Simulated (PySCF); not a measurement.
# Zirconium: a sound run and one with changed settings

Sound run: Zr [Kr] 4d2 5s2, Zr+ [Kr] 4d2 5s1. All numbers are calculated (PySCF 2.14, a scalar-relativistic core potential, in cc-pVTZ-PP with ECP28MDF (5s5p4d2f1g, 63 functions)). In the sound run the correlated levels freeze 4s2 4p6 outside the core potential. The sound run starts from symmetry-adapted Hartree-Fock orbitals and uses a fine grid where one is needed.

Changed run: all electrons correlated in a basis built for the valence shell.

```csv
species,method,sound run (hartree),changed run (hartree),converged
Zr,MP2,-46.35071,-46.59133,yes
Zr+,MP2,-46.12697,-46.35726,yes
```

Ionisation energy of Zr:

| method | sound run (eV) | changed run (eV) |
| --- | --- | --- |
| UHF | 5.184 | 5.184 |
| MP2 | 6.088 | 6.369 |
| SCS-MP2 | 6.278 | 6.463 |

A valence basis has no tight correlating functions, so it recovers only part of the core correlation, and not evenly between atom and ion.

For comparison, NIST gives 6.634 eV between the lowest levels.
